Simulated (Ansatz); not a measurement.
One change: `[O]=[Mo]([F])(=[S])[Cl]` becomes `[O]=[Mo]([F])([F])=[S]`.

Ansatz, PBE0-D4/def2-TZVP geometries, multiplicity 1. 

Elements past krypton have def2 core potentials.

```json
{"property": "LUMO energy (PBE/def2-TZVPP) / eV", "`[O]=[Mo]([F])(=[S])[Cl]`": "-4.40"}
{"property": "HOMO energy (ωB97M-V/def2-TZVPP) / eV", "`[O]=[Mo]([F])(=[S])[Cl]`": "-10.53"}
{"property": "HOMO–LUMO gap (PBE0/def2-TZVPP) / eV", "`[O]=[Mo]([F])(=[S])[Cl]`": "4.66"}
{"property": "LUMO energy (B3LYP/def2-TZVPP) / eV", "`[O]=[Mo]([F])(=[S])[Cl]`": "-3.95"}
{"property": "HOMO energy (B3LYP/def2-TZVPP) / eV", "`[O]=[Mo]([F])(=[S])[Cl]`": "-8.18"}
{"property": "LUMO energy (ωB97M-V/def2-TZVPP) / eV", "`[O]=[Mo]([F])(=[S])[Cl]`": "-1.71"}
```

**Question.** What does the change do to each property? (Estimate.)

**Answer.** Computed: 
| property | `[O]=[Mo]([F])([F])=[S]` | shift |
| --- | --- | --- |
| LUMO energy (PBE/def2-TZVPP) / eV | -4.23 | 0.17 |
| HOMO energy (ωB97M-V/def2-TZVPP) / eV | -10.57 | -0.04 |
| HOMO–LUMO gap (PBE0/def2-TZVPP) / eV | 4.91 | 0.25 |
| LUMO energy (B3LYP/def2-TZVPP) / eV | -3.78 | 0.17 |
| HOMO energy (B3LYP/def2-TZVPP) / eV | -8.24 | -0.06 |
| LUMO energy (ωB97M-V/def2-TZVPP) / eV | -1.42 | 0.29 |

With PBE0 the HOMO falls by 0.05 eV and the LUMO rises by 0.20 eV, so the gap widens by about 0.25 eV. PBE moves the HOMO by -0.03 eV and ωB97M-V by -0.04 eV.

B3LYP here is the variant with VWN-RPA as its local correlation; programs differ in this.
